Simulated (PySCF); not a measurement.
Mapped SMILES: `[F:1][c:2]1[cH:3][cH:4][c:5]([F:6])[n:7][cH:8]1`. Each H is labelled by its parent atom.

Geometry: PBE0-D3(BJ)/def2-SVP; GIAO shifts from PySCF 2.14, gas phase, non-relativistic, averaged over equivalent atoms.

At PBE0/pcSseg-1 (151 basis functions, 31 s wall time on 1 thread of an x86-64 server CPU, shared host):
```tsv
atoms	δ (ppm)
F6	-70.9
F1	-134.4
C5	165.5
C2	164.0
C8	141.2
C3	132.4
C4	114.6
N7	320.1
H(C8)	8.26
H(C3)	7.48
H(C4)	6.82
```

Chemical shifts δ = σref − σ; ¹⁹F (177.25 ppm) vs CFCl3; ¹³C (184.41 ppm) and ¹H (31.27 ppm) against TMS; ¹⁵N (265.67 ppm) vs NH3, all at this level.

Question: Estimate the result of repeating the calculation with KT3/pcSseg-2.

Answer: 
```csv
atoms,δ at KT3/pcSseg-2,change
F6,-92.2,-21.3
F1,-152.3,-17.9
C5,159.7,-5.8
C2,158.9,-5.1
C8,132.8,-8.4
C3,123.3,-9.1
C4,107.4,-7.2
N7,295.1,-25.0
H(C8),8.01,-0.25
H(C3),7.20,-0.28
H(C4),6.66,-0.16
```

Referencing at the same level of theory: ¹⁹F (146.91 ppm) vs CFCl3; TMS for ¹³C (181.31 ppm) and ¹H (31.35 ppm); ¹⁵N (258.71 ppm) vs NH3.

The largest change is at N7 (pyridine-type ring nitrogen). Cost: 330 basis functions, 2.7 min wall time on 1 thread of an x86-64 server CPU, shared host. The order of the carbon signals is the same at both levels.

Unscaled 19F shifts against computed CFCl3 carry errors that often reach 10 to 50 ppm. Experimental scales use liquid or dissolved standards, which lie at an offset from isolated NH3 (liquid NH3: subtract about 20 ppm). Unscaled 15N shifts of sp2 nitrogen come out 20 to 40 ppm too high even then.
